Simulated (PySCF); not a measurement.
A structure optimised at B3LYP-D3(BJ)/def2-SVP, used in a PySCF frequency run:

```
Si
O 1 1.6838
H 1 1.4943 2 111.36
C 1 1.8769 3 110.22 2 124.41
H 4 1.1014 1 110.63 3 177.75
H 4 1.1016 5 108.23 1 -122.17
H 4 1.1031 5 108.59 6 -116.71
C 1 1.8913 3 109.85 2 -112.45
H 8 1.0997 1 111.44 3 59.28
H 8 1.1002 9 109.01 1 -122.35
H 8 1.1030 9 108.65 10 -118.52
```
Charge 0, spin multiplicity 2.

Task: Write its SMILES and formula.

Result: C[SiH](C)[O], C₂H₇OSi

Task: What are its rotational constants (standard atomic weights)?

Result: 6.4877, 5.2906, 3.4710 GHz
